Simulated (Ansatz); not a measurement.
Reactions of `F[CH2][InH][I]`.

Calculated with Ansatz (gas phase, PBE0-D4/def2-TZVP geometries, no zero-point term in ΔE). CCSD(T)/CBS is the MP2 limit (def2-TZVPP, def2-QZVPP) plus CCSD(T) − MP2 in def2-TZVPP, frozen cores. This one scheme is used for every species, atoms too. Double bonds are as drawn, so ΔE can hold a change between cis and trans. Open shells (•) are unrestricted, without spin–orbit coupling. Spin–orbit coupling would lower the free atoms: a little for C, F; strongly for I, In. def2 core potentials past Kr. For Ge, I, In outer-core shells are correlated without core-valence functions, so the limit isn't a true one: a few kJ/mol of doubt a bond, and 10 to 20 or more in all where bonds break to atoms. Scalar relativity is left out up to krypton. One conformer a species, not always the lowest.

| reaction | HF/CBS(def2) (kcal/mol) | CCSD(T)/CBS(def2) (kcal/mol) |
| --- | --- | --- |
| `F[CH2][InH][I]` + CH₃OH → `O[CH2][InH][I]` + `CF` | 0.9 | -2.4 |
| `F[CH2][InH][I]` → C• + F• + 3 H• + I• + In• | 339.5 | 484.0 |
| `F[CH2][InH][I]` → `[CH2]` (triplet) + `[F][InH][I]` | 32.4 | 67.7 |
| `F[CH2][InH][I]` + SiH₄ → `F[CH2][InH][SiH3]` + HI | 38.0 | 33.3 |
| `F[CH2][InH][I]` + `[F][In]([Cl])[Cl]` → `F[CH2][InH][F]` + `[Cl][In]([Cl])[I]` | -1.9 | -3.4 |
| `F[CH2][InH][I]` + H₂ → `F[CH2][InH2]` + HI | 33.4 | 36.5 |
| `F[CH2][InH][I]` + `F[SiH]([SiH3])S` → `F[CH2][InH][SiH3]` + `F[SiH](S)I` | 15.0 | 11.5 |
| `F[CH2][InH][I]` + `N[BH][GeH3]` → `N[B]([GeH3])CF` + `[InH2][I]` | -8.5 | -5.9 |
| `F[CH2][InH][I]` + BH₃ → `[BH2][InH][CH2]F` + HI | 46.1 | 41.0 |
| `F[CH2][InH][I]` + `B/C(C)=C/C` → `[BH2][InH][CH2]F` + `C/C=C(\C)I` | 63.7 | 56.3 |

Largest T1 diagnostic: 0.015, for In•.
